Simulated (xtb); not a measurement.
H4Sn, singlet, at a GFN2-xTB geometry (such geometries of metal compounds can be far from the true shape); GFN0-xTB with ALPB(cs2) in xtb.

The xtb input:
```
$ xtb mol.xyz --gfn 0 --alpb cs2 --json

# file mol.xyz
5

Sn     0.00000000    -0.00000000    -0.00000000
H     -1.09244291     1.12690418    -0.47060308
H      0.23178506    -1.07625557    -1.21357383
H     -0.56018288    -0.78368680     1.32545915
H      1.42084073     0.73303819     0.35871776
```

The log (banner, timings and long lists left out):

```
   ID    Z sym.   atoms
    1   50 Sn     1
    2    1 H      2-5

           -------------------------------------------------
          |                Calculation Setup                |
           -------------------------------------------------

           -------------------------------------------------
          |                 G F N 0 - x T B                 |
           -------------------------------------------------

      * Solvation model:               ALPB
        Solvent                        cs2
        Parameter file                 internal GFN-FF/ALPB
        Dielectric constant                2.6400E+00
        Reference state                gsolv [1 M gas/solution]
        Free energy shift                  4.5141E-03 Eh       2.8326E+00 kcal/mol
        Temperature                        2.9815E+02 K
        Density                            1.2600E+00 kg/L
        Solvent mass                       7.6140E+01 g/mol
        Interaction kernel             P16
        Born radius scaling (c1)           1.2853E+00
        Born radii integrator          GBOBC
        Born offset                        0.0000E+00 a0       0.0000E+00 AA
        H-bond correction              false
        Ion screening                  false
        Surface tension                    1.0000E-05 Eh       1.5569E+01 dyn/cm
        Grid points                               230 per atom

          ...................................................
          :                      SETUP                      :
          :.................................................:
          :  # basis functions                  18          :
          :  # atomic orbitals                  17          :
          :  # shells                           11          :
          :  # electrons                         8          :
          :  electronic temp.          300.0000000     K    :
          :  accuracy                    1.0000000          :
          :  -> integral cutoff          0.2500000E+02      :
          :  -> integral neglect         0.1000000E-07      :
          ...................................................

         :::::::::::::::::::::::::::::::::::::::::::::::::::::
         ::                     SUMMARY                     ::
         :::::::::::::::::::::::::::::::::::::::::::::::::::::
         :: total energy              -4.688486185101 Eh    ::
         :: total w/o Gsasa/hb        -4.686883340872 Eh    ::
[...]
         9                         -0.1063016              -2.8926
        10                         -0.1063016              -2.8926
        11                         -0.1063016              -2.8926
        12                         -0.0818230              -2.2265
        13                         -0.0818230              -2.2265
        14                          0.1556863               4.2364
        15                          0.9884117              26.8961
       ...                                ...                  ...
        17                          0.9884117              26.8961
      -------------------------------------------------------------
                  HL-Gap            0.3614274 Eh            9.8349 eV
             Fermi-level            0.0000000 Eh            0.0000 eV

     #   Z          covCN         q      C6AA      α(0)
     1  50 Sn       3.749     0.362   316.270    32.425
     2   1 H        0.937    -0.090     5.236     3.577
     3   1 H        0.937    -0.090     5.236     3.577
     4   1 H        0.937    -0.090     5.236     3.577
     5   1 H        0.937    -0.090     5.236     3.577

 Mol. C6AA /au·bohr⁶  :        722.559356
 Mol. C8AA /au·bohr⁸  :      53270.686371
 Mol. α(0) /au        :         46.735029

Wiberg/Mayer (AO) data.
largest (>0.10) Wiberg bond orders for each atom

 ---------------------------------------------------------------------------
     #   Z sym  total        # sym  WBO       # sym  WBO       # sym  WBO
 ---------------------------------------------------------------------------
     1  50 Sn   3.292 --     5 H    0.823     2 H    0.823     3 H    0.823
                             4 H    0.823
     2   1 H    0.991 --     1 Sn   0.823
     3   1 H    0.991 --     1 Sn   0.823
     4   1 H    0.991 --     1 Sn   0.823
     5   1 H    0.991 --     1 Sn   0.823
 ---------------------------------------------------------------------------

Topologies differ in total number of bonds
Writing topology from bond orders to xtbtopo.mol

 dipole moment from electron density (au)
     X       Y       Z
   0.0000   0.0000  -0.0000  total (Debye):    0.000

           -------------------------------------------------
          | TOTAL ENERGY               -4.688486185101 Eh   |
          | GRADIENT NORM               0.005156128985 Eh/α |
          | HOMO-LUMO GAP               9.834941358906 eV   |
           -------------------------------------------------

normal termination of xtb
```
